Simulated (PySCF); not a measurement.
**r2SCAN on Mn²⁺ (manganese, charge +2)**

Configuration: [Ar] 3d5, high-spin 6S determinant. Computed with PySCF 2.14 in def2-SVP, with the non-relativistic Hamiltonian (point nucleus).

```json
{"Total energy": "-1149.964 hartree", "One-electron energy": "-1568.625 hartree", "Hartree (Coulomb) energy": "470.358 hartree", "Exchange-correlation energy": "-51.697 hartree", "Kinetic energy": "1148.33961 hartree", "⟨S²⟩": "8.7502", "⟨L²⟩": "0.000", "Sum of ⟨r⟩": "14.93 bohr", "Sum of ⟨r²⟩": "16.06 bohr²", "Density at the nucleus (Gaussians lack the cusp)": "9920 bohr⁻³", "Spin density at the nucleus": "0.130 bohr⁻³", "Langevin diamagnetic susceptibility": "-12.7 ×10⁻⁶ cm³/mol", "Time after the integrals": "0.54 s of wall time on 1 thread of INTEL(R) XEON(R) PLATINUM 8581C CPU @ 2.10GHz (shared host)"}
```

| shell | electrons | mean orbital energy (eV) | rms radius, mean of both spins (bohr) |
| --- | --- | --- | --- |
| 1s α | 1 | -6413.8 | 0.0713 |
| 1s β | 1 | -6413.8 | 0.0713 |
| 2s α | 1 | -759.26 | 0.306 |
| 2s β | 1 | -756.48 | 0.306 |
| 2p α | 3 | -651.84 | 0.275 |
| 2p β | 3 | -649.72 | 0.275 |
| 3s α | 1 | -107.05 | 0.925 |
| 3s β | 1 | -100.20 | 0.925 |
| 3p α | 3 | -75.922 | 0.990 |
| 3p β | 3 | -69.072 | 0.990 |
| 3d α | 5 | -26.361 | 1.25 |
